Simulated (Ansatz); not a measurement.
C₃H₁₅GeNSi₂ (`C[Si](C)(C)[N]([SiH3])[GeH3]`), relaxed with RKS PBE0-D4/def2-TZVP in Ansatz from a PBE-D4/def2-SVP geometry. The force threshold is 0.005 eV/Å; the program also tests the step.

Charge 0, multiplicity 1.

Start:

```xyz
22

C     0.252    0.235    2.230
Si    0.216   -0.502    0.489
C     1.946   -1.088    0.005
C    -0.992   -1.955    0.438
N    -0.331    0.755   -0.653
Si   -0.122    2.460   -0.281
Ge   -1.058    0.218   -2.288
H     0.581   -0.538    2.955
H     0.961    1.084    2.310
H    -0.749    0.593    2.542
H     1.949   -1.508   -1.022
H     2.664   -0.243    0.027
H     2.319   -1.874    0.695
H    -2.020   -1.631    0.698
H    -1.028   -2.435   -0.562
H    -0.685   -2.735    1.165
H    -1.041    2.940    0.816
H     1.290    2.758    0.168
H    -0.410    3.267   -1.520
H    -2.541   -0.221   -2.117
H    -0.964    1.410   -3.274
H    -0.239   -0.991   -2.822
```

```csv
step,energy (eV),largest force (eV/Å),largest move (Å)
1,-77104.8148,0.518,0.000
2,-77104.9036,0.263,0.037
3,-77104.9162,0.031,0.018
4,-77104.9163,0.012,0.006
5,-77104.9166,0.007,0.032
6,-77104.9167,0.013,0.044
7,-77104.9168,0.011,0.021
8,-77104.9170,0.022,0.050
9,-77104.9172,0.041,0.078
10,-77104.9175,0.053,0.058
11,-77104.9179,0.067,0.064
12,-77104.9184,0.063,0.066
13,-77104.9191,0.067,0.086
14,-77104.9199,0.075,0.095
15,-77104.9210,0.071,0.083
16,-77104.9221,0.103,0.116
17,-77104.9232,0.090,0.070
18,-77104.9247,0.058,0.079
19,-77104.9257,0.048,0.103
20,-77104.9262,0.046,0.078
21,-77104.9265,0.028,0.022
22,-77104.9266,0.011,0.036
23,-77104.9267,0.011,0.028
24,-77104.9267,0.007,0.025
25,-77104.9268,0.005,0.015
26,-77104.9268,0.004,0.020
27,-77104.9268,0.005,0.010
28,-77104.9268,0.007,0.011
29,-77104.9268,0.003,0.002
```

End:

```xyz
22

C     0.507    0.278    2.155
Si    0.239   -0.504    0.476
C     1.853   -1.221   -0.141
C    -1.035   -1.867    0.621
N    -0.328    0.731   -0.621
Si   -0.569    2.371   -0.148
Ge   -0.699    0.306   -2.383
H     0.863   -0.483    2.856
H     1.257    1.072    2.123
H    -0.415    0.697    2.565
H     1.740   -1.686   -1.124
H     2.616   -0.442   -0.225
H     2.226   -1.987    0.544
H    -1.985   -1.473    0.991
H    -1.223   -2.349   -0.342
H    -0.697   -2.642    1.316
H    -1.585    2.514    0.932
H     0.683    3.021    0.331
H    -1.052    3.121   -1.342
H    -2.178    0.601   -2.691
H     0.197    1.133   -3.321
H    -0.413   -1.194   -2.572
```

Run time 69 s (4 threads of an AMD EPYC 7R13 on a shared host and a share of an NVIDIA H100 80 GB); peak host memory 1.1 GiB.
